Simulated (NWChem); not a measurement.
# CH$_{3}$FTe; SMILES C[Te]F

Program: NWChem. Geometry: optimised at PBE0/def2-SVP. No frequency run checked for a minimum. def2 effective core potentials on Te; no spin-orbit coupling. Ions are spin-unrestricted doublets at the neutral geometry; other ion states weren't tried.

### Question
What does the run give for PBE/def2-SVP? Quantities: vertical ionisation energy, ΔSCF (eV); −ε(HOMO) (eV).

### Answer
```
Quantity                               Result
-------------------------------------  ------
vertical ionisation energy, ΔSCF (eV)    8.22
−ε(HOMO) (eV)                            4.82
```
